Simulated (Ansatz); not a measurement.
Ansatz (a first-principles code) input (B3LYP/6-31G* with LANL2DZ past Ar): The .json file joins the Basis Set Exchange's 6-31G* for atoms up to Ar and LANL2DZ past it.

Ansatz 0.2 input:
```yaml
crystal:
  periodic: [false, false, false]
  atoms:
    - {symbol: Ca, position_ang: [-0.00000000, -0.00000000, -0.60863799]}
    - {symbol: F, position_ang: [0.00000000, 0.00000000, 1.35252886]}
basis:
  gaussian:
    orbitals: 6-31Gs+LANL2DZ.json
hamiltonian:
  xc: {name: B3LYP}
magnetization: {spin_polarized: true, initial_magnetization: 1}
relax: {f_tol: 0.003, max_steps: 120}
```

Task: Predict the final energy.

Result: -136.40660 Eh.
